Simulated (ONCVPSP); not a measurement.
## beryllium: variants of one ONCV potential

Base potential:

beryllium (Be), optimised norm-conserving Vanderbilt (ONCV), made with ONCVPSP 4.0.1 (PBE, scalar-relativistic). Core none, reference 1s2 2s1.5 (charge +0.5). Waves: 1s+2s: rc 0.70 bohr, ncon 3, nbas 6, qcut 17.7 1/bohr, 2 projectors; p scattering state at 0.04 Ha: rc 0.55 bohr, ncon 4, nbas 7, qcut 13.4 1/bohr, 2 projectors, debl 0.7 Ha; d scattering state at 0.23 Ha: rc 0.55 bohr, ncon 4, nbas 7, qcut 16.9 1/bohr, 2 projectors, debl 3.8 Ha. Local part: polynomial inside 0.50 bohr (lpopt 4, dvloc0 3 Ha). Core correction: none.

Cutoffs, loose and tight: the cutoffs (Ha) at which the residual kinetic energy of the hardest occupied pseudo-wave falls to 1 and 0.1 mHa per electron. They do not see the model core or the augmentation charge, which bear on the density cutoff. Test errors are all-electron minus pseudo excitation energies from the reference, over the configurations 1s2 2s2; 1s2 2s1; 1s2 2s0; 1s2 2s1 2p1. A dash means not determined; rows that change the core or the reference have their own tests.

```tsv
change	outcome	cutoff, loose	cutoff, tight	bound ghosts	GHOST(+) flags above zero	largest test error (meV)
base	generated	109 Ha	128 Ha	none	p	+2.1
local potential polynomial inside 0.40 bohr (lpopt 4, dvloc0 0 Ha)	generated	109 Ha	128 Ha	none	p	+2.1
reference 1s2 2s2	generated	109 Ha	128 Ha	none	p	+2.9
p: rc 0.7	generated	109 Ha	128 Ha	none	none	+2.1
local potential polynomial inside 0.50 bohr (lpopt 4, dvloc0 9.5 Ha)	generated	109 Ha	128 Ha	none	p	+2.1
functional PBEsol	generated	109 Ha	128 Ha	none	p	+2.0
```

**Question.** What comes out with this change to the base: s: qcut 21.6; p: qcut 16.3; d: qcut 20.6?

**Answer.** outcome: generated; cutoff, loose: 124 Ha; cutoff, tight: 147 Ha; bound ghosts: none; GHOST(+) flags above zero: none; largest test error (meV): +1.8.

**Question.** What comes out with this change to the base: all radii scaled by about 0.84 (s 0.60, p 0.46, d 0.46 bohr); local potential polynomial inside 0.42 bohr (lpopt 4, dvloc0 3 Ha)?

**Answer.** outcome: generated; cutoff, loose: 121 Ha; cutoff, tight: 141 Ha; bound ghosts: none; GHOST(+) flags above zero: p; largest test error (meV): +1.8.
